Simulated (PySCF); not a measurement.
## [La(HCN)]3+ relaxed at several levels

Computed with PySCF 2.14.0, PBE0, def2-SVP on the ligands, density fitting, scalar-relativistic core potentials, no spin-orbit coupling, vacuum. Each row is relaxed at its own level from the same template. Distances are means of the shortest metal–ligand contacts, charges and spins Mulliken's; removal energies are rigid, with the ligand's formal charge and no counterpoise, so too large; for an anion taken off a cation in vacuum most of it is the attraction of opposite charges, and multiply charged cations can part far more cheaply with an electron moved from ligand to metal. lcecp potentials hold a fixed number of 4f electrons in the core, out of states, spins and gaps.

| level | basis on the metal | point group | M–HCN (Å) | charge on M (e) | HOMO–LUMO gap (eV) | removal of one HCN (eV) | strongest infrared band, degenerate modes summed (cm⁻¹) | unstable modes (below −25 cm⁻¹) |
| --- | --- | --- | --- | --- | --- | --- | --- | --- |
| PBE0 | def2-SVP with ECP46 | C∞v | 2.377 | 2.54 | 7.06 | 4.96 | 2160 | 0 |

(1) What does the calculation give for PBE0, lcecp-1-SVP with ECP46?

One start shape was tried for each, so a minimum needn't be the lowest isomer.

Results:

(1) point group: C∞v, M–HCN (Å): 2.368, charge on M (e): 2.58, removal of one HCN (eV): 4.95, strongest infrared band, degenerate modes summed (cm⁻¹): 2155, unstable modes (below −25 cm⁻¹): 0.
```xyz
4

La    0.0000    0.0000   -0.3478
N     0.0000    0.0000    2.0204
C     0.0000    0.0000    3.1846
H     0.0000    0.0000    4.2969
```
